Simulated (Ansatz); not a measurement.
Isolated molecules relaxed with PBE0-D4/def2-TZVP in Ansatz; ΔE leaves out vibrations. CCSD(T)/CBS is the MP2 limit (def2-TZVPP, def2-QZVPP) plus CCSD(T) − MP2 in def2-TZVPP, frozen cores. Functionals use def2-TZVPP. Elements past krypton have def2 core potentials. For Br, Mg, Sn outer-core shells are correlated without core-valence functions, which leaves a few kJ/mol of doubt a bond. Scalar relativity is left out up to krypton. Each species was taken in one conformer, which may not be the lowest.

Reaction (redistribution): `[Br][Sn][Br]` + `C[O][Mg][Br]` → `C[O][Sn][Br]` + `[Br][Mg][Br]`

```csv
species,r2SCAN0-D4 energy (Eh)
`[Br][Sn][Br]`,-5362.75610
`C[O][Mg][Br]`,-2889.40210
`C[O][Sn][Br]`,-2903.67774
`[Br][Mg][Br]`,-5348.48717
```

Work out ΔE.

ΔE = (-2903.67774) + (-5348.48717) − (-5362.75610) − (-2889.40210) = -0.00671 Eh = -17.6 kJ/mol. CCSD(T)/CBS gives -18.2 kJ/mol.

Largest T1 diagnostic among the species: 0.015.

Leaving LDA and LC-ωPBE aside and taking each functional with its dispersion term where it has one, the values, not all of them listed here, spread over 9.0 kJ/mol, from B97M-V to BHLYP-D4. In def2-TZVPP, CCSD(T) changes the Hartree–Fock value by −5.7 kJ/mol (the triples alone add −2.8 kJ/mol) and MP2 by −3.4 kJ/mol.
